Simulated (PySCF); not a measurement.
Quadrupolar nuclei of `C=Cc1cpcpc1C(C)=O` in NMR

Compound: C8H8OP2.
Z-matrix (Å and degrees, GFN2-xTB geometry), rows numbered from 1:
```
C 
C   1  1.3243
C   2  1.4706  1  123.45
C   3  1.3891  2  115.68  1   -48.16
P   4  1.7300  3  130.31  2  -179.36
C   5  1.7293  4  102.42  3     2.46
P   6  1.7221  5  131.15  4    -1.60
C   3  1.4052  2  119.11  1   133.75
C   8  1.4834  3  118.65  2    -6.75
C   9  1.5103  8  116.22  3   158.99
O   9  1.2120  8  122.35  3   -21.88
H   1  1.0780  2  121.93  3    -3.70
H   1  1.0757  2  121.57  3   179.05
H   2  1.0810  1  120.23  3  -179.43
H   4  1.0847  3  115.66  2     0.60
H   6  1.0867  5  114.92  4   179.04
H  10  1.0881  9  110.76  8   -50.65
H  10  1.0892  9  109.60  8    68.92
H  10  1.0875  9  109.21  8  -171.87
```

Computed at PBE0/pcSseg-1 (PySCF, non-relativistic):

| atom | environment | nucleus | spin I | Q (b) | CQ = χzz (MHz) | η |
| --- | --- | --- | --- | --- | --- | --- |
| O11 | ketone oxygen | 17O | 5/2 | -0.0256 | 12.063 | 0.446 |

Question: PQ = |CQ|√(1 + η²/3), νQ = 3|CQ|/[2I(2I − 1)], ν0 = |g|·7.62259 MHz/T·B with g(17O) = −0.75752: values at 16.45 T?

Answer: 
| atom | PQ (MHz) | νQ (MHz) | ν0 (MHz) | νQ/ν0 |
| --- | --- | --- | --- | --- |
| O11 | 12.46 | 1.810 | 94.99 | 0.019 |

For O11: PQ = 12.06 × 1.0326, νQ = 12.06 × 0.1500, ν0 = 5.7742 MHz/T × 16.45 T.

Question: For half-integer spins with νQ below a tenth of ν0, find the second-order shift of the centre of gravity of the central transition at 16.45 and 18.8 T.

Answer: δ = −(3/40)(PQ/ν0)² [I(I + 1) − 3/4]/[I²(2I − 1)²], in ppm:

| site | 16.45 T | 18.8 T |
| --- | --- | --- |
| 17O at O11 | -103 | -79 |

The couplings are those of the rigid, isolated species; surroundings and motion change them. GFN2-xTB bond lengths can be off by several hundredths of an ångström, more for odd bonds, and the gradients follow them. The small basis limits the accuracy of the gradients.

One conformer stands for the species.
